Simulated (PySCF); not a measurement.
**Partial charges of `O=C(O)c1ccc(F)cc1`**

C7H5FO2.
Geometry (PBE0-D3(BJ)/def2-SVP, Å), atoms numbered from 1 in this order:
```
atom  x, y, z in Å
O1     2.5412   -1.5395   -0.4770
C2     2.0458   -0.4410   -0.5166
O3     2.7663    0.6638   -0.7559
C4     0.6040   -0.1615   -0.3132
C5    -0.2370   -1.2434   -0.0290
C6    -1.5965   -1.0424    0.1666
C7    -2.1022    0.2510    0.0726
F8    -3.4027    0.4470    0.2564
C9    -1.2877    1.3436   -0.2079
C10    0.0725    1.1306   -0.4004
H11    3.6814    0.3692   -0.8768
H12    0.2024   -2.2410    0.0334
H13   -2.2754   -1.8668    0.3906
H14   -1.7303    2.3391   -0.2713
H15    0.7341    1.9691   -0.6220
```

Density: PBE0/pcSseg-1 (PySCF); schemes: Mulliken, IAO, Hirshfeld and ESP-fitted. Isolated species at its PBE0-D3(BJ)/def2-SVP geometry (one conformer only).

Question: Do the Mulliken, IAO, Hirshfeld and ESP-fitted schemes agree on where the charge is highest?

Answer: All schemes agree: Mulliken C2 (+0.603); IAO C2 (+0.524); Hirshfeld C2 (+0.204); ESP-fitted C2 (+0.662).

Question: At which atom do the 4 schemes differ most?

Answer: At C2: from +0.204 (Hirshfeld) to +0.662 e (ESP-fitted), 0.458 e apart.

Question: Give the atomic charges in each scheme.

Answer: In e:

| atom | environment | Mulliken | IAO | Hirshfeld | ESP-fitted |
| --- | --- | --- | --- | --- | --- |
| O1 | acid carbonyl oxygen | -0.411 | -0.474 | -0.270 | -0.542 |
| C2 | carboxylic acid carbon | +0.603 | +0.524 | +0.204 | +0.662 |
| O3 | acid hydroxyl oxygen | -0.367 | -0.482 | -0.164 | -0.597 |
| C4 | substituted aromatic carbon | -0.423 | -0.081 | -0.030 | -0.054 |
| C5 | aromatic CH carbon | +0.056 | -0.111 | -0.028 | -0.107 |
| C6 | aromatic CH carbon | -0.144 | -0.192 | -0.062 | -0.310 |
| C7 | aromatic C–F carbon | +0.348 | +0.314 | +0.101 | +0.402 |
| F8 | aryl fluorine | -0.264 | -0.255 | -0.070 | -0.192 |
| C9 | aromatic CH carbon | -0.149 | -0.194 | -0.064 | -0.306 |
| C10 | aromatic CH carbon | +0.063 | -0.120 | -0.034 | -0.131 |
| H11 | acid proton | +0.242 | +0.376 | +0.186 | +0.442 |
| H12 | aromatic hydrogen | +0.106 | +0.179 | +0.057 | +0.169 |
| H13 | aromatic hydrogen | +0.121 | +0.171 | +0.061 | +0.192 |
| H14 | aromatic hydrogen | +0.120 | +0.171 | +0.060 | +0.191 |
| H15 | aromatic hydrogen | +0.102 | +0.174 | +0.053 | +0.180 |

Mean size of the charges over all atoms: ESP-fitted 0.298 e, IAO 0.255 e, Mulliken 0.235 e, Hirshfeld 0.096 e. Each set sums to the total charge, 0, to within 0.001 e. The ESP scheme fits charges at the nuclei, held to the total charge, to the electrostatic potential on points at 1.4 to 2.0 times the van der Waals radii.

Question: How closely do the schemes follow one another over all atoms?

Answer: Correlation coefficient and root-mean-square difference: IAO with ESP-fitted 0.99, 0.074 e; IAO with Hirshfeld 0.97, 0.176 e; Hirshfeld with ESP-fitted 0.96, 0.237 e; Mulliken with IAO 0.90, 0.127 e; Mulliken with ESP-fitted 0.89, 0.162 e; Mulliken with Hirshfeld 0.88, 0.186 e.

Question: Sum the charges by element, for elements with more than one atom.

Answer: 
```
element  atoms  Mulliken     IAO  Hirshfeld  ESP-fitted
      O      2    -0.778  -0.956     -0.433      -1.139
      C      7    +0.352  +0.139     +0.086      +0.158
      H      5    +0.691  +1.071     +0.418      +1.173
```

Question: How many electrons does the Hirshfeld scheme count on O3?

Answer: Z − q = 8 − (-0.164) = 8.164.

These values come from a run that also computed NMR shieldings. Time: 42 s of wall time. Hardware: an Arm Neoverse N1 with one thread (shared host).
